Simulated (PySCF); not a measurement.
(silylamino)silyloxymethane (CH9NOSi2), SMILES CO[SiH2]N[SiH3].

Geometry: ωB97X-D3(BJ)/def2-SVP. Other conformers were not sampled.

Method: B3LYP/def2-TZVP run with PySCF.

### Question
Estimate the frontier levels, gap, dipole moment and polarisability. (An estimate is asked for; the answer gives what the named calculation found.)

### Answer

- highest occupied level: -7.54 eV
- lowest empty level: -0.06 eV
- orbital gap: 7.49 eV
- dipole moment: 0.86 D
- quadrupole, principal values (traceless, Buckingham form, about the centre of nuclear charge): -5.24, -1.27, 6.51 D·Å
- mean static polarisability: 74.7 bohr³ (11.07 Å³)
- polarisability, principal values: 65.7, 69.9, 88.5 bohr³
